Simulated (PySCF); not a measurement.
Constitutional and geometric isomers with formula C3H3F. All species are isolated molecules in the gas phase. Strings in code marks are SMILES.

Level of theory: ωB97X-D3(BJ)/def2-TZVP // PBE0-D3(BJ)/def2-TZVP run with PySCF 2.14.0. Excitations are Tamm–Dancoff values on a coarser integration grid. The basis has no diffuse functions, so Rydberg states are missing or too high.

```tsv
species	HOMO (eV)	S1–T1 gap (TDA) (eV)	T1 excitation (TDA) (eV)	HOMO–LUMO gap (eV)	S1 oscillator strength
`FC1=CC1`	[?]	[?]	4.76	[?]	0.108
`C#CCF`	[?]	0.72	5.50	12.93	0.000
`CC#CF`	-10.10	1.12	[?]	13.24	0.000
`FC=C=C`	-9.91	0.52	4.59	11.49	0.001
```

Complete the blanks.


- `FC1=CC1`, HOMO (eV): -9.72
- `FC1=CC1`, S1–T1 gap (TDA) (eV): 2.53
- `FC1=CC1`, HOMO–LUMO gap (eV): 12.50
- `C#CCF`, HOMO (eV): -10.67
- `CC#CF`, T1 excitation (TDA) (eV): 6.23
